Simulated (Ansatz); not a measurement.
Two isomers of C2H7ClOSi: A = `CCO[SiH2]Cl`, B = `CC(O)([SiH3])Cl`.

Computed with Ansatz on PBE0-D4/def2-TZVP structures; ΔE is electronic, products minus reactants. CCSD(T)/CBS is the MP2 limit (def2-TZVPP, def2-QZVPP) plus CCSD(T) − MP2 in def2-TZVPP, frozen cores. DFT in def2-TZVPP. B3LYP here is the variant with VWN-RPA as its local correlation; programs differ in this. Each species was taken in one conformer, which may not be the lowest.

(1) Which is lower in electronic energy at CCSD(T)/CBS, and by how much? (Best estimate.)

(2) Give E(B) − E(A) in kcal/mol with B2PLYP, r2SCAN-D4, CCSD(T)/def2-TZVPP, LDA (SPW92), ωB97M-V, B3LYP-D4, CCSD/def2-TZVPP. (Estimate.)

(3) Does the order hold for the free energy at 298.15 K (harmonic terms from PBE0-D4)? (Estimate.)

Largest T1 diagnostic: 0.011.

Results:

(1) The calculation gave: A, by 61.2 kcal/mol.

(2) Ansatz gave: B2PLYP 62.7, r2SCAN-D4 59.9, CCSD(T)/def2-TZVPP 60.9, LDA (SPW92) 54.1, ωB97M-V 60.8, B3LYP-D4 60.8, CCSD/def2-TZVPP 62.8. None reverses the order clearly.

(3) Computed: Yes: G(B) − G(A) = +59.5 kcal/mol, for one conformer each. Modes under 60 cm⁻¹, often nearly free rotors, make the harmonic entropy too high.

At CCSD(T), def2-SVP lies −4.3 kcal/mol from the extrapolated value and def2-TZVPP −0.3 kcal/mol. Leaving LDA and LC-ωPBE aside and taking each functional with its dispersion term where it has one, the values, not all of them listed here, spread over 10.0 kcal/mol, from revPBE-D4 to BHLYP-D4. LDA lies −2.3 kcal/mol from PBE without D4.
